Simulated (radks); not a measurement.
Results of a calculation; reference values are marked as such.
All-electron atom: Yb in [Xe] 4f14 6s(up 1, down 1) (the NIST ground configuration). Level of theory: scalar-relativistic Kohn-Sham, SCAN, spin-polarised, spherical densities, finite nucleus; meta-GGA in the generalised Kohn-Sham scheme; Fermi nuclear charge, rms radius 5.3108 fm (a radial shooting solver on a logarithmic mesh with Libxc functionals).

Local quantities along the radius. ELF = 1/(1 + alpha^2) is the electron localisation function; alpha = (tau - tau_W)/tau_unif compares the Pauli kinetic energy density with that of the uniform gas (summed over spins); -r V(r) is the screened charge that the Kohn-Sham potential of spin up presents (atomic units); r v_xc is r times the local exchange-correlation potential of spin up (hartree bohr, multiplicative part alone). tau is taken from the large components.

| r (bohr) | ELF | alpha | -r V(r) | r v_xc |
|---|---|---|---|---|
| 0.001829 | 0.999 | 0.02716 | 69.29 | -0.1864 |
| 0.002129 | 0.999 | 0.02885 | 69.16 | -0.2056 |
| 0.002478 | 0.999 | 0.03104 | 69.02 | -0.2272 |
| 0.002908 | 0.999 | 0.03404 | 68.84 | -0.2526 |
| 0.003386 | 0.999 | 0.03779 | 68.64 | -0.2793 |
| 0.003973 | 0.998 | 0.04303 | 68.39 | -0.3101 |
| 0.004625 | 0.998 | 0.04972 | 68.13 | -0.3420 |
| 0.005428 | 0.996 | 0.05939 | 67.80 | -0.3780 |
| 0.006319 | 0.995 | 0.07226 | 67.44 | -0.4143 |
| 0.007356 | 0.992 | 0.09058 | 67.03 | -0.4526 |
| 0.008633 | 0.986 | 0.1191 | 66.54 | -0.4950 |
| 0.01005 | 0.975 | 0.1603 | 66.00 | -0.5381 |
| 0.01179 | 0.951 | 0.2280 | 65.37 | -0.5899 |
| 0.01373 | 0.902 | 0.3301 | 64.70 | -0.6544 |
| 0.01611 | 0.800 | 0.5001 | 63.92 | -0.7492 |
| 0.01876 | 0.645 | 0.7416 | 62.70 | -0.4536 |
| 0.02184 | 0.474 | 1.054 | 61.76 | -0.5438 |
| 0.02562 | 0.355 | 1.347 | 60.69 | -0.7020 |
| 0.02983 | 0.331 | 1.421 | 59.38 | -0.6940 |
| 0.03501 | 0.399 | 1.227 | 57.72 | -0.5687 |
| 0.04075 | 0.529 | 0.9429 | 56.26 | -0.7238 |
| 0.04782 | 0.667 | 0.7069 | 54.70 | -1.035 |
| 0.05568 | 0.736 | 0.5982 | 52.80 | -1.076 |
| 0.06481 | 0.733 | 0.6041 | 50.80 | -1.157 |
| 0.07606 | 0.636 | 0.7567 | 48.27 | -0.9709 |
| 0.08855 | 0.469 | 1.064 | 45.84 | -0.9146 |
| 0.1039 | 0.349 | 1.367 | 43.35 | -1.089 |
| 0.121 | 0.377 | 1.285 | 40.62 | -1.056 |
| 0.142 | 0.539 | 0.9252 | 37.74 | -1.171 |
| 0.1653 | 0.688 | 0.6727 | 35.15 | -1.516 |
| 0.1924 | 0.732 | 0.6052 | 32.24 | -1.558 |
| 0.2258 | 0.629 | 0.7679 | 28.79 | -1.176 |
| 0.2628 | 0.381 | 1.275 | 26.34 | -1.620 |
| 0.3084 | 0.248 | 1.741 | 22.82 | -1.176 |
| 0.3591 | 0.381 | 1.276 | 19.93 | -1.270 |
| 0.4214 | 0.624 | 0.7767 | 17.32 | -1.756 |
| 0.4906 | 0.713 | 0.6347 | 14.58 | -1.779 |
| 0.5711 | 0.679 | 0.6875 | 12.11 | -1.740 |
| 0.6702 | 0.540 | 0.9232 | 9.383 | -1.164 |
| 0.7802 | 0.397 | 1.233 | 8.119 | -1.601 |
| 0.9156 | 0.351 | 1.361 | 6.389 | -1.371 |
| 1.066 | 0.415 | 1.188 | 4.867 | -1.040 |
| 1.251 | 0.515 | 0.9699 | 3.947 | -1.137 |
| 1.456 | 0.547 | 0.9105 | 3.123 | -1.057 |
| 1.695 | 0.472 | 1.057 | 2.526 | -1.011 |
| 1.989 | 0.312 | 1.484 | 1.963 | -0.8650 |
| 2.316 | 0.153 | 2.353 | 1.489 | -0.6828 |
| 2.718 | 0.104 | 2.928 | 1.280 | -0.7117 |
| 3.164 | 0.196 | 2.027 | 1.328 | -0.9419 |
| 3.713 | 0.468 | 1.066 | 0.8741 | -0.6391 |
| 4.322 | 0.828 | 0.4563 | 0.8486 | -0.7173 |
| 5.032 | 0.932 | 0.2697 | 0.7683 | -0.7041 |
| 5.905 | 0.961 | 0.2012 | 0.6591 | -0.6337 |
| 6.874 | 0.960 | 0.2033 | 0.5329 | -0.5242 |
| 8.067 | 0.930 | 0.2736 | 0.3986 | -0.3963 |
| 9.391 | 0.822 | 0.4647 | 0.4254 | -0.4249 |
| 11.02 | 0.444 | 1.118 | 9.241 | -9.241 |
| 12.83 | 0.083 | 3.328 | -1.749 | 1.749 |

On this mesh the ELF has minima near r = 0.030, 0.10, 0.31, 0.92, 2.7 bohr, which separate the shells, and maxima near 0.056 (0.74), 0.19 (0.73), 0.49 (0.71), 1.5 (0.55), 5.9 (0.96).
